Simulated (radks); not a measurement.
All-electron atom: the nickel ion Ni5+ in [Ar] 3d(up 4, down 1) (spins set by hand, not the high-spin state).

Method: non-relativistic Kohn-Sham, r2SCAN, spin-polarised, spherical densities, point nucleus; meta-GGA in the generalised Kohn-Sham scheme; computed with a radial shooting solver on a logarithmic mesh with Libxc functionals.

Energy parts (eV):
total: -40841.108
kinetic: 40815.150
electron-nucleus: -95410.156
Hartree: 15395.347
exchange-correlation: -1641.449

Orbitals (lengths in bohr, moments of r in powers of bohr; <r^-3> diverges for s and p1/2):
orbital  occ.  eigenvalue (eV)  <r^-3>       <r^4>      <r>
1s up       1        -8239.385       -  0.00004154  0.05485
1s down     1        -8239.400       -  0.00004154  0.05485
2s up       1        -1066.956       -    0.009145   0.2480
2s down     1        -1063.983       -    0.009064   0.2475
2p up       3        -941.2614   596.9    0.006706   0.2168
2p down     3        -939.0512   599.1    0.006630   0.2163
3s up       1        -200.7772       -      0.5739   0.7261
3s down     1        -195.3715       -      0.5888   0.7302
3p up       3        -161.2227   82.57      0.6935   0.7448
3p down     3        -155.7838   80.73      0.7190   0.7504
3d up       4         -95.1288   9.416       1.133   0.7850
3d down     1         -89.5230   9.174       1.253   0.8000

The highest occupied level is 3d down at -89.523 eV. Summed over all electrons, <r^2> = 9.413 bohr^2, which gives a Langevin (diamagnetic) susceptibility term of -7.45 x 10^-6 cm^3/mol. Spin moment in Bohr magnetons: 3. Virial ratio -V/T = 2.00064. The density falls to 0.001 e/bohr^3 at r = 2.27 bohr. The spin density at the nucleus is -0.550 e/bohr^3 (1s 0.014, 2s -2.467, 3s 1.903), a Fermi contact field of -28.8 T.
